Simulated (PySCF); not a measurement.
AuF: energy against distance

Set-up: basis Au def2-TZVPP with ECP60, F def2-TZVPP; scalar-relativistic core potentials; PySCF 2.14. Energies in eV from Au (5d10 6s1) + F in their ground configurations at the same level. State: ¹Σ⁺ (singlet), closed shell.

| R (Å) | HSE06 |
| --- | --- |
| 1.667 | -1.615 |
| 1.745 | -2.273 |
| 1.823 | -2.621 |
| 1.881 | -2.740 |
| 1.939 | -2.773 |
| 1.997 | -2.742 |
| 2.075 | -2.632 |
| 2.172 | -2.422 |
| 2.288 | -2.117 |
| 2.443 | -1.682 |

Task: Put a parabola through the three lowest points of the HSE06 curve and estimate Re, k and ωe (reduced mass 17.33 u; 1 eV/Å² = 0.16022 mdyn/Å; ωe = 1302.8·√(k/μ) cm⁻¹).

Result: Through R = 1.881, 1.939, 1.997 Å the second-order coefficient is 9.51 eV/Å², so Re ≈ 1.940 Å, k ≈ 3.05 mdyn/Å and ωe ≈ 546 cm⁻¹. A polynomial fit of higher order to the unrounded HSE06 energies gives Re = 1.937 Å, k = 3.03 mdyn/Å, ωe = 544 cm⁻¹; anharmonicity and rounding make the difference.

The higher-order fit for each curve: HSE06: Re = 1.937 Å, ωe = 544 cm⁻¹, De = 2.77 eV.

These are scalar-relativistic numbers at best; spin–orbit coupling would shift them, the dissociation energy most.
